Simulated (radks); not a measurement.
Q: Sb XX, 32 electrons, occupied as [Ar] 3d10 4s2 4p2 (the NIST ground configuration). Method: scalar-relativistic Kohn-Sham, LB94 model potential, spin-polarised, spherical densities, finite nucleus; open shells are filled with parallel spins first (spin-orbit coupling, left out, can overturn this in heavy ions); Fermi nuclear charge, rms radius 4.6802 fm; computed with a radial shooting solver on a logarithmic mesh with Libxc functionals. Some entries of the table are withheld. Estimate them.

| orbital | occ. | eigenvalue (eV) | <1/r> (bohr^-1) |
|---|---|---|---|
| 1s down | 1 | -30991.86 | 54.38 |
| 1s up | 1 | -30991.84 | 54.37 |
| 2s up | 1 | -5183.544 | 12.44 |
| 2s down | 1 | -5183.029 | 12.44 |
| 2p up | 3 | -4715.402 | 11.96 |
| 2p down | 3 | -4714.575 | 11.96 |
| 3s up | 1 | -1427.432 | 4.459 |
| 3s down | 1 | -1427.189 | 4.453 |
| 3p up | 3 | -1273.987 | 4.260 |
| 3p down | 3 | -1273.783 | 4.255 |
| 3d up | 5 | -1041.665 | 4.050 |
| 3d down | 5 | -1041.515 | 4.046 |
| 4s up | 1 | (1) | 2.014 |
| 4s down | 1 | (2) | 2.032 |
| 4p up | 2 | (3) | 1.910 |
| 4p down | 0 | (4) | 1.928 |

A: 
(1) 4s up eigenvalue (eV): -602.7619
(2) 4s down eigenvalue (eV): -601.7813
(3) 4p up eigenvalue (eV): -548.8883
(4) 4p down eigenvalue (eV): -547.5822
